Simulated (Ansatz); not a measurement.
Relaxation of CH8OSn (11 atoms, charge 0, multiplicity 1), to a largest force component of 0.03 eV/Å in at most 50 steps.

Theory: Ansatz, RKS PBE0-D4/def2-SVP.

```xyz
11
Properties=species:S:1:pos:R:3:forces:R:3
Sn -0.330 -0.264 -0.447 0.35 0.05 -0.41
H -0.253 0.977 2.223 1.46 1.10 0.26
H 1.084 -0.761 0.362 0.01 0.00 0.00
H -0.401 1.429 -0.706 -0.01 -0.01 0.00
H -0.578 -1.120 -1.916 0.00 0.00 -0.01
O -1.816 -0.801 0.739 -0.39 -0.19 0.22
C -3.124 -0.900 0.263 0.01 0.03 0.02
H -3.240 -1.660 -0.536 0.00 0.00 -0.02
H -3.781 -1.203 1.095 -0.01 0.00 0.00
H -3.518 0.058 -0.133 -0.02 -0.01 0.00
H -0.842 0.566 2.180 -1.41 -0.97 -0.06
```

**Question.** Where does it end, and by what steps?

**Answer.** The forces met the threshold. The force dipped under the threshold on the way, but the program's further checks kept it going. After 28 steps the energy has fallen by 0.124 eV; H2 moved furthest, 1.69 Å.

```csv
step,energy less start (eV),largest force component (eV/Å),accepted
0,0.0000,1.463,yes
1,-0.0754,0.188,yes
2,-0.0927,0.117,yes
3,-0.0949,0.353,yes
4,-0.1014,0.118,yes
5,-0.1046,0.092,yes
6,-0.1082,0.052,yes
7,-0.1036,0.314,no
8,-0.1101,0.068,yes
9,-0.1109,0.116,yes
10,-0.1118,0.091,yes
11,-0.1132,0.007,yes
12,-0.1142,0.029,yes
13,-0.1133,0.225,no
14,-0.1151,0.063,yes
15,-0.1154,0.133,yes
16,-0.1162,0.075,yes
17,-0.1172,0.015,yes
18,-0.1183,0.040,yes
19,-0.1148,0.242,no
20,-0.1195,0.066,yes
21,-0.1198,0.124,yes
22,-0.1206,0.081,yes
23,-0.1217,0.039,yes
24,-0.1218,0.032,yes
25,-0.1223,0.031,yes
26,-0.1226,0.203,yes
27,-0.1237,0.074,yes
28,-0.1242,0.021,yes
```

```xyz
11
Properties=species:S:1:pos:R:3
Sn -0.242 -0.375 -0.966
H -1.223 0.400 3.481
H 1.281 -0.317 -0.205
H -0.609 1.042 -1.860
H -0.474 -1.787 -1.911
O -1.516 -0.468 0.568
C -2.890 -0.566 0.348
H -3.180 -1.499 -0.177
H -3.403 -0.570 1.326
H -3.305 0.284 -0.231
H -1.236 0.177 2.750
```

The run took 72 s on 2 threads of Arm Neoverse V2 (shared host), peak memory 0.2 GiB.
